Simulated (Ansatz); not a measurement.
Basis-set series for `C[N](C)[Nb](=[O])([N](C)C)[N](C)C`. The species carries charge 0 and has multiplicity 1. Nb: def2 effective core potential. The geometry is a stationary point of PBE0-D4/def2-TZVP. It is one conformer, not always the lowest.

```xyz
29

C     1.757   -0.901   -1.570
N     0.434   -1.358   -1.231
C     0.047   -2.523   -1.990
Nb   -0.657   -0.499    0.195
O    -1.980   -1.503    0.588
N    -1.323    1.261   -0.456
C    -0.471    2.207   -1.128
C    -2.691    1.715   -0.377
N     0.473   -0.218    1.809
C     1.488    0.802    1.871
C     0.345   -0.940    3.052
H     2.051   -0.040   -0.961
H     1.825   -0.599   -2.625
H     2.510   -1.685   -1.401
H     0.751   -3.353   -1.833
H    -0.947   -2.861   -1.695
H     0.029   -2.308   -3.068
H    -0.824    2.413   -2.148
H     0.554    1.832   -1.214
H    -0.428    3.167   -0.592
H    -3.317    0.968    0.111
H    -2.767    2.652    0.194
H    -3.106    1.907   -1.378
H     2.483    0.374    2.066
H     1.279    1.529    2.669
H     1.549    1.364    0.934
H     0.104   -0.261    3.884
H    -0.447   -1.686    2.984
H     1.281   -1.456    3.311
```

```json
{"functional": "PBE0-D4", "basis": "def2-SVP", "functions": "261", "energy (Eh)": "-535.15905", "HOMO (eV)": "-5.71", "LUMO (eV)": "-0.07"}
{"functional": "PBE0-D4", "basis": "def2-QZVPP", "functions": "1191", "energy (Eh)": "-535.73736", "HOMO (eV)": "-5.80", "LUMO (eV)": "-0.24"}
{"functional": "ωB97M-V", "basis": "def2-SVP", "functions": "261", "energy (Eh)": "-535.36974", "HOMO (eV)": "-7.87", "LUMO (eV)": "1.87"}
{"functional": "ωB97M-V", "basis": "def2-QZVPP", "functions": "1191", "energy (Eh)": "-535.97312", "HOMO (eV)": "-7.96", "LUMO (eV)": "0.81"}
```

**Question.** Give the rows for def2-TZVPP. (Estimate.)

**Answer.** Ansatz gave: 
```
functional       basis  functions  energy (Eh)  HOMO (eV)  LUMO (eV)
   PBE0-D4  def2-TZVPP        618   -535.70678      -5.78      -0.19
   ωB97M-V  def2-TZVPP        618   -535.94322      -7.94       1.44
```

Positive LUMOs are unbound and depend on the basis.
